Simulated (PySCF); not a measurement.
Species: C6H11FS2Si.
Numbering: `[CH3:1][S:2][CH2:3][S:4][SiH2:5][C:6]1=[CH:7][CH2:8][C@H:9]1[F:10]`

NICS = −σ at a ghost point: NICS(0) at the centroid of the ring atoms, NICS(1) 1 Å to either side along the normal of their mean plane, zz for the tensor component along that normal. Level: GIAO PBE0/pcSseg-1 (PySCF, non-relativistic, gas phase) on the GFN2-xTB geometry, one conformer.

Ring bond lengths (Å), with Mayer bond orders in brackets: C6–C7 1.341 (1.74), C7–C8 1.500 (1.04), C8–C9 1.546 (1.03), C9–C6 1.516 (0.99).

Q: Give the NICS values of each ring in ppm.

A: 
```
       ring                                                    type  NICS(0)  NICS(1), two faces  NICS(1)zz, two faces  rms pucker (Å)  centre to ring atoms, mean (Å)
C6–C7–C8–C9  4-membered carbocycle; formal bonds 1 double, 3 single      3.0         -4.1 / -1.2            -0.3 / 4.8            0.02                            1.04
```

Q: What can be read from them?

A: 
- C6–C7–C8–C9: mean NICS(1)zz 2.2 ppm, near zero. C8, C9 have four or more neighbours, and the NICS criterion for π rings isn't applied. The two faces differ by 5.1 ppm, so no symmetry operation interchanges them. NICS(0) lies 6 ppm above the mean NICS(1).

Q: What field does 1 T along the ring normal induce along that normal at the first NICS(1) probe listed for ring C6–C7–C8–C9, 1 Å off the ring?

A: NICSzz × B0 = -0.3 ppm × 1 T = 0 μT.

Q: Give the inner angles of the rings and the Hirshfeld charges of the ring atoms.

A: 
- C6–C7–C8–C9: C6 92.3° (-0.122 e), C7 95.5° (-0.020 e), C8 85.3° (-0.081 e), C9 86.9° (+0.059 e); sum 359.8° against 360° for a flat convex ring.

Shape of the structure used: `[CH3:1][S:2][CH2:3][S:4][SiH2:5][C:6]1=[CH:7][CH2:8][C@H:9]1[F:10]`: C1–S2–C3–S4 65°, S2–C3–S4–Si5 83°, C3–S4–Si5–C6 -80°, S4–Si5–C6–C7 29°.
